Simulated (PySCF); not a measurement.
C4H6F3O: g tensor and hyperfine couplings

C4H6F3O (doublet state).
Numbering: `[CH3:1][C:2]([F:3])[O:4][CH2:5][CH:6]([F:7])[F:8]` (hydrogens: H9, H10, H11 on C1; H12, H13 on C5; H14 on C6)

Geometry (GFN2-xTB, Å), atoms numbered from 1 in this order:
```xyz
14
C4H6F3O angstrom
C      2.2459    0.2554    0.8219
C      1.0502   -0.1960    0.0707
F      1.2817   -1.1315   -0.8981
O      0.1473    0.7598   -0.2983
C     -1.0386    0.3146   -0.9111
C     -2.0032   -0.2916    0.1179
F     -1.7779   -1.6127    0.2883
F     -3.2798   -0.1749   -0.3138
H      2.7070   -0.5971    1.3160
H      2.9935    0.7097    0.1624
H      1.9410    0.9888    1.5613
H     -1.5085    1.2004   -1.3442
H     -0.8378   -0.4237   -1.6960
H     -1.9215    0.1983    1.1006
```

The hyperfine couplings belong to this conformer and change with its torsions.

The calculation used PySCF, UKS B3LYP, pcH-1 on C F H O, non-relativistic, mean-field spin-orbit, GIAO. Geometry: GFN2-xTB, one conformer, isolated molecule. Couplings are sensitive to structure, and on GFN2-xTB geometries they can be far from those on DFT ones. The SCF solution wasn't tested for stability.

```
g1, g2, g3                      : 2.00192, 2.00380, 2.00452
g_iso                           : 2.00341
Form of g                       : rhombic: the two nearest values differ by 28 % of g3 − g1
⟨S²⟩                            : 0.7526 (exact 0.7500)
HOMO–LUMO gap, α and β orbitals : 6.64, 7.62 eV
```

Hyperfine couplings atom by atom, in G; T1 to T3 are the principal values of the dipolar part; ρ(0) is the spin density at the nucleus (MHz turned into gauss with g_iso; 10 G = 1 mT):

```tsv
atom	isotope	a_iso	T1	T2	T3	Mulliken spin population	ρ(0) (bohr⁻³)
C1	13C	4.9	-1.3	-0.9	2.2	-0.05	0.0122
C2	13C	115.0	-28.2	-27.5	55.7	0.83	0.2868
F3	19F	91.8	-75.0	-65.4	140.5	0.05	0.0612
O4	17O	-4.3	-18.1	8.6	9.5	0.08	0.0197
C5	13C	3.5	-0.7	-0.4	1.2	-0.01	0.0087
C6	13C	2.0	-0.6	-0.1	0.7	0.01	0.0049
F7	19F	12.3	-4.2	-4.0	8.2	0.00	0.0082
F8	19F	0.9	-1.0	-0.6	1.6	0.00	0.0006
H9	1H	13.1	-2.3	-1.9	4.1	0.01	0.0082
H10	1H	37.3	-1.6	-1.0	2.6	0.07	0.0234
H11	1H	1.4	-2.1	-1.7	3.8	0.00	0.0009
H12	1H	-0.8	-1.1	-0.9	2.0	0.00	-0.0005
H13	1H	1.5	-1.4	-1.1	2.6	0.00	0.0010
H14	1H	-0.1	-0.9	-0.9	1.9	0.00	0.0000
```

The Mulliken spin populations are largest on C2 (+0.83), O4 (+0.08) and H10 (+0.07). C2 is the only atom above +0.15. The angles at C2 add up to 346.3°, so it is slightly pyramidal.

Under fast tumbling the dipolar parts average out, and these isotropic splittings remain: 1 × 19F (F3, I = 1/2, 2 lines) with 9.18 mT, 3 × 1H (H9/H10/H11, I = 1/2, 4 lines) with 1.73 mT, 2 × 19F (F7/F8, I = 1/2, 3 lines) with 0.66 mT and 2 × 1H (H12/H13, I = 1/2, 3 lines) with 0.04 mT.

Nuclei that the bonding pattern makes equivalent are averaged, as if the motion that swaps them (rotation, inversion, ring flip) were fast. The three 1H nuclei of mean +48.4 MHz run from 4.0 to 104.6 MHz in the frozen geometry. The 19F value of +18.5 MHz is a mean of couplings from 2.5 to 34.5 MHz in this one geometry, not an average over conformers. The 1H value of +1.0 MHz is a mean of couplings from -2.3 to 4.3 MHz in this one geometry, not an average over conformers.

The 13C coupling of C2 (322.4 MHz) shows only in satellite lines or after enrichment, since that isotope makes up about 1.07 % of natural carbon.

The 17O coupling of O4 (-11.9 MHz) shows only in satellite lines or after enrichment, since that isotope makes up about 0.038 % of natural oxygen.
